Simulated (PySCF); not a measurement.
# Vibration and rotation of BeO

RHF-CCSD(T) constants of BeO, ¹Σ⁺ (singlet), closed shell (PySCF, spin-free X2C with a Gaussian nucleus, basis sets Be x2c-SVPall, O x2c-SVPall; masses 9.0122 and 15.9949 u):

```
ωe              : 1374.3 cm⁻¹
ωexe            : 11.8 cm⁻¹
Be              : 1.5576 cm⁻¹
αe              : 0.0194 cm⁻¹
D (centrifugal) : 8e-06 cm⁻¹
De to Be + O    : 3.45 eV
```

Task: Give the band origin of the fundamental and the first lines of its P and R branches.

Result: ν0 = ωe − 2ωexe = 1350.7 cm⁻¹, B0 = 1.5479, B1 = 1.5285 cm⁻¹.

| J″ | P(J″) − ν0 | R(J″) − ν0 |
| --- | --- | --- |
| 0 |  | 3.057 |
| 1 | -3.096 | 6.075 |
| 2 | -6.230 | 9.054 |
| 3 | -9.403 | 11.993 |
| 4 | -12.614 | 14.893 |
| 5 | -15.863 | 17.753 |
| 6 | -19.150 | 20.573 |

Task: Near which J would the R branch turn back, without centrifugal distortion?

Result: At J ≈ (B0 + B1)/(2(B0 − B1)) − 1 ≈ 78.

Measured values (Huber and Herzberg, Constants of Diatomic Molecules (1979)): ωe = 1487.32 cm⁻¹, ωexe = 11.83 cm⁻¹, Be = 1.651 cm⁻¹, αe = 0.019 cm⁻¹.

Correlated steps freeze 1 core orbital. Correlated levels converge slowly with the basis: in double zeta they bind strong bonds too weakly, by up to about 1 eV, and carry superposition errors of some tenths. Where the molecule has an RHF reference, its open-shell atoms are computed with UHF. The CCSD T1 diagnostic is raised, a sign that a single reference may not be enough here.
